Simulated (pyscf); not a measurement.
`[CH2][AlH][F]` [doublet] -> `[CH3][Al][F]` [doublet] (hydrogen shift; doublet surface; Al–H broken, C–H formed). PySCF, gas phase, ωB97X-D3(BJ)/def2-SVP geometries. Correlated levels are frozen-core, on RHF or UHF. ΔMP2 is the change of the MP2 total energy from the triple- to the quadruple-zeta basis. Energies in eV from the reactant's lowest minimum found.

| level | barrier | reaction energy |
|---|---|---|
| PBE/def2-TZVP | 1.32 | -0.92 |
| r²SCAN/def2-TZVP | 1.52 | -0.73 |
| B3LYP-D3(BJ)/def2-TZVP | 1.61 | -0.73 |
| PBE0-D3(BJ)/def2-TZVP | 1.57 | -0.84 |
| HF/def2-TZVP | [?] | -0.37 |
| MP2/def2-QZVPP | 1.89 | -0.84 |
| CCSD(T)/def2-TZVPP + ΔMP2(QZVPP) | [?] | [?] |

Question: Complete the blanks.

Answer: 
- HF/def2-TZVP, barrier: 2.32
- CCSD(T)/def2-TZVPP + ΔMP2(QZVPP), barrier: 1.72
- CCSD(T)/def2-TZVPP + ΔMP2(QZVPP), reaction energy: -0.70

This is the saddle that the search found; another between the same sides may lie lower. The CCSD(T) − MP2 part came from Ansatz, without density fitting, on the same reference. A UHF reference is spin-contaminated (<S²> up to 0.86), which harms MP2 most.
